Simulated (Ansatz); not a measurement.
C2H4S, SMILES `[CH2]S[CH2]` (excited triplet) (charge 0, multiplicity 3). This triplet is an excited state, 1.11 eV above the relaxed singlet at the level frozen-core CCSD(T)/cc-pVTZ // B3LYP-D3(BJ)/def2-TZVP (Ansatz, a first-principles code).

Cartesian coordinates (Å):
SMILES: [CH2]S[CH2]
```xyz
7

C      1.3060     0.1120    -0.2429
S      0.1206    -1.0814     0.1777
C     -1.3073    -0.1005     0.2512
H      1.1806     1.1304     0.0981
H      2.2866    -0.2555    -0.5076
H     -2.1947    -0.5707     0.6488
H     -1.3917     0.7658    -0.3903
```
Charge 0, spin multiplicity 3.

Frozen-core energies in 6-31g from Ansatz at a geometry from B3LYP-D3(BJ)/def2-TZVP; the HF reference has <S^2> = 2.03 and the T1 diagnostic is 0.017.

| level | energy (Ha) |
|---|---|
| HF | -475.40250 |
| MP2 | -475.59849 |
| CCSD | -475.63541 |

Problem. Estimate the energies of CCSD(T), CCSDT and CCSDT(Q), and give each level's difference from CCSDT(Q).

Solution. 
```tsv
level	energy (Ha)	difference from CCSDT(Q) (mHa)
MP2	-475.59849	43.02
CCSD	-475.63541	6.11
CCSD(T)	-475.64038	1.13
CCSDT	-475.64126	0.25
CCSDT(Q)	-475.64151	0.00
```
